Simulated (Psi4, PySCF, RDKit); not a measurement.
Internal rotation in SMILES N[SiH2][SiH2]Br (H6BrNSi2), singlet. Scanned: dihedral N1–Si2–Si3–Br4; all other coordinates were relaxed at B3LYP-D3(BJ)/def2-SVP. Points at φ and −φ are mirror images. Heavy atoms are numbered in the order of the SMILES N[SiH2][SiH2]Br, hydrogens after them in the order of the atoms that carry them; the mirror image has the same energies with the sign of each dihedral reversed.

- RHF/LANL2DZ = restricted Hartree-Fock/LANL2DZ, with its core potentials past Ne // B3LYP-D3(BJ)/def2-SVP run with PySCF
- MMFF94 // B3LYP-D3(BJ)/def2-SVP (RDKit)
- RMP2/3-21G = PySCF with restricted MP2 (frozen core)/3-21G // B3LYP-D3(BJ)/def2-SVP
- MP2/cc-pVTZ = DF-MP2 (frozen core)/cc-pVTZ // B3LYP-D3(BJ)/def2-SVP in Psi4

Energies relative to the lowest point of each profile, in kJ/mol; the last columns give the difference from MP2:

| φ / ° | RHF/LANL2DZ | MMFF94 | RMP2/3-21G | MP2/cc-pVTZ | RHF/LANL2DZ − MP2/cc-pVTZ | MMFF94 − MP2/cc-pVTZ | RMP2/3-21G − MP2/cc-pVTZ |
|---|---|---|---|---|---|---|---|
| -150 | 3.0 | 4.4 | 6.2 | 4.1 | -1.1 | 0.3 | 2.1 |
| -120 | 7.2 | 4.8 | 10.0 | 6.5 | 0.6 | -1.7 | 3.5 |
| -90 | 6.4 | 0.0 | 8.0 | 4.2 | 2.1 | -4.2 | 3.8 |
| -60 | 3.6 | 0.7 | 4.0 | 0.0 | 3.6 | 0.7 | 4.0 |
| -30 | 1.8 | 5.1 | 1.4 | 0.6 | 1.2 | 4.4 | 0.8 |
| 0 | 0.0 | 12.8 | 0.0 | 4.1 | -4.1 | 8.6 | -4.1 |
| 30 | 1.8 | 5.1 | 1.4 | 0.6 | 1.2 | 4.4 | 0.8 |
| 60 | 3.6 | 0.7 | 4.0 | 0.0 | 3.6 | 0.7 | 4.0 |
| 90 | 6.4 | 0.0 | 8.0 | 4.2 | 2.1 | -4.2 | 3.8 |
| 120 | 7.2 | 4.8 | 10.0 | 6.5 | 0.6 | -1.7 | 3.5 |
| 150 | 3.0 | 4.4 | 6.2 | 4.1 | -1.1 | 0.3 | 2.1 |
| 180 | 2.5 | 0.0 | 4.3 | 2.8 | -0.3 | -2.8 | 1.6 |

RHF/LANL2DZ is furthest from MP2/cc-pVTZ at 0 (-4.1 kJ/mol, below); its mean absolute difference over the points is 1.8 kJ/mol.

MMFF94 is furthest from MP2/cc-pVTZ at 0 (8.6 kJ/mol, above); its mean absolute difference over the points is 2.9 kJ/mol.

RMP2/3-21G is furthest from MP2/cc-pVTZ at 0 (-4.1 kJ/mol, below); its mean absolute difference over the points is 2.8 kJ/mol.

MMFF94 has few fitted parameters for silicon.
